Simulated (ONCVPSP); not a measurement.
**Ranking ONCV potentials for carbon**

All share these settings but for the change named:

ONCVPSP 4.0.1 input, shortened (lines: element, Z, core and valence counts, functional; n l f; lmax; l rc ep ncon nbas qcut; lloc lpopt rc5 dvloc0; l nproj debl; icmod fcfact rcfact), PBE, scalar-relativistic:

```
  C 6.00    1    2        4      upf
    1    0    2.00
    2    0    2.00
    2    1    2.00
    2
    0    1.10    0.00    4    8    4.70
    1    1.10    0.00    3    8    8.30
    2    1.50    0.16    4    7    5.70
    1    5    1.10    0.00
    0    2    3.00
    1    0    3.30
    2    2    0.40
    1    0.40    0.00
```

Cutoff: the first of the cutoffs (Ha) at which the residual kinetic energy of the hardest occupied pseudo-wave falls to 1 and 0.1 mHa per electron; the density cutoff is not measured.

The base gives 64 Ha.

Of 6 variants that were run, those that failed, showed a ghost or another fault, or gave nearly equal values are left out.

A variant can come out equal or close to the base.

Task: Rank these variants from softest to hardest (loose cutoff).
A. all radii but the core radius scaled by about 1.28 (s 1.40, p 1.40, d 1.92 bohr)
B. d: qcut 6
C. s: rc 1.42

Result: A (22 Ha), C (27 Ha), B (64 Ha).
